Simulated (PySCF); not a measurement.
## `C[C@@]1(C#N)CS[C@H]1F`, C5H6FNS

Geometry:
```json
{"atom": "C1", "x (Å)": "1.389", "y (Å)": "0.415", "z (Å)": "0.260"}
{"atom": "C2", "x (Å)": "-0.076", "y (Å)": "0.210", "z (Å)": "-0.116"}
{"atom": "C3", "x (Å)": "-0.627", "y (Å)": "1.431", "z (Å)": "-0.658"}
{"atom": "N4", "x (Å)": "-1.082", "y (Å)": "2.386", "z (Å)": "-1.090"}
{"atom": "C5", "x (Å)": "-0.297", "y (Å)": "-1.010", "z (Å)": "-1.033"}
{"atom": "S6", "x (Å)": "-1.011", "y (Å)": "-2.018", "z (Å)": "0.320"}
{"atom": "C7", "x (Å)": "-0.915", "y (Å)": "-0.343", "z (Å)": "1.060"}
{"atom": "F8", "x (Å)": "-0.299", "y (Å)": "-0.286", "z (Å)": "2.265"}
{"atom": "H9", "x (Å)": "1.480", "y (Å)": "1.200", "z (Å)": "1.009"}
{"atom": "H10", "x (Å)": "1.962", "y (Å)": "0.700", "z (Å)": "-0.620"}
{"atom": "H11", "x (Å)": "1.796", "y (Å)": "-0.506", "z (Å)": "0.672"}
{"atom": "H12", "x (Å)": "0.614", "y (Å)": "-1.438", "z (Å)": "-1.446"}
{"atom": "H13", "x (Å)": "-1.028", "y (Å)": "-0.847", "z (Å)": "-1.823"}
{"atom": "H14", "x (Å)": "-1.906", "y (Å)": "0.107", "z (Å)": "1.178"}
```

Method: TDDFT BHandHLYP/def2-SVPD circular dichroism and optical rotation, one conformer, gas phase (PySCF 2.14.0). Geometry: GFN2-xTB.

States above about 8.6 eV (minus the energy of the highest occupied orbital) lie near or above the ionisation threshold and depend on the basis.

Task: Draw the ECD and absorption spectra from the lowest 16 states, each a Gaussian of half-width 0.2 eV at 1/e height.

Result: 
| E (eV) | λ (nm) | Δε (L mol⁻¹ cm⁻¹) | ε (L mol⁻¹ cm⁻¹) |
| --- | --- | --- | --- |
| 4.39 | 282 | 0.00 | 0 |
| 4.49 | 276 | -0.01 | 0.193 |
| 4.59 | 270 | -0.05 | 1.11 |
| 4.69 | 264 | -0.16 | 3.87 |
| 4.79 | 259 | -0.35 | 8.2 |
| 4.89 | 253 | -0.44 | 10.5 |
| 4.99 | 248 | -0.35 | 8.2 |
| 5.09 | 243 | -0.16 | 3.87 |
| 5.19 | 239 | -0.05 | 1.11 |
| 5.29 | 234 | -0.01 | 0.193 |
| 5.39 | 230 | 0.00 | 0 |
| 5.49 | 226 | 0.00 | 0 |
| 5.59 | 222 | 0.00 | 0 |
| 5.69 | 218 | 0.00 | 0 |
| 5.79 | 214 | 0.00 | 0 |
| 5.89 | 210 | 0.00 | 0 |
| 5.99 | 207 | 0.00 | 0 |
| 6.09 | 204 | 0.00 | 0 |
| 6.19 | 200 | 0.00 | 0.0526 |
| 6.29 | 197 | +0.01 | 1.03 |
| 6.39 | 194 | +0.15 | 12.3 |
| 6.49 | 191 | +1.05 | 89 |
| 6.59 | 188 | +4.59 | 393 |
| 6.69 | 185 | +12.18 | 1080 |
| 6.79 | 183 | +19.83 | 1960 |
| 6.89 | 180 | +21.43 | 2690 |
| 6.99 | 177 | +20.91 | 3410 |
| 7.09 | 175 | +25.11 | 3950 |
| 7.19 | 172 | +26.89 | 3550 |
| 7.29 | 170 | +17.69 | 2420 |
| 7.39 | 168 | +2.54 | 1980 |
| 7.49 | 165 | -11.69 | 2930 |
| 7.59 | 163 | -22.90 | 4530 |
| 7.69 | 161 | -27.59 | 5510 |
| 7.79 | 159 | -22.21 | 5080 |
| 7.89 | 157 | -12.01 | 3630 |
| 7.99 | 155 | -6.40 | 2300 |
| 8.09 | 153 | -4.93 | 1610 |
| 8.19 | 151 | -0.27 | 1330 |
| 8.29 | 150 | +8.56 | 1440 |
| 8.39 | 148 | +13.66 | 2180 |
| 8.49 | 146 | +8.50 | 3330 |
| 8.59 | 144 | -2.49 | 4500 |
| 8.69 | 143 | -10.48 | 5720 |
| 8.79 | 141 | -12.23 | 7180 |

Δε uses R in velocity form, ε uses f in length form. Only the states computed contribute, so the short-wavelength end is incomplete.
